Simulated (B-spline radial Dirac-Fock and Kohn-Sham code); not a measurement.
The computed values come from a radial finite-basis atomic code: the Dirac equation of a negative muon with reduced mass in the field of a spherical finite nucleus, with the Uehling potential to all orders; nuclear polarisation, deformation, hyperfine structure, self-energy, higher-order vacuum polarisation, relativistic recoil and electron screening are left out. The nuclear charge is a Fermi distribution (skin thickness 2.3 fm).

Problem. A muonic atom of atomic mass 139.91 u emits these computed lines: 2p3/2 → 1s1/2 3973 keV, 3d5/2 → 2p3/2 1226 keV, 4f7/2 → 3d5/2 433.9 keV, 5g9/2 → 4f7/2 199.9 keV. Which element is it, and what rms charge radius was used?

Solution. Barium (Z = 56, nuclide ¹⁴⁰Ba); the high transitions hardly feel the nucleus and fix Z. The 2p → 1s line lies 3017 keV below the value for a point nucleus without QED, which for this nuclear model gives a radius near 4.87 fm (4.8684 fm was used).
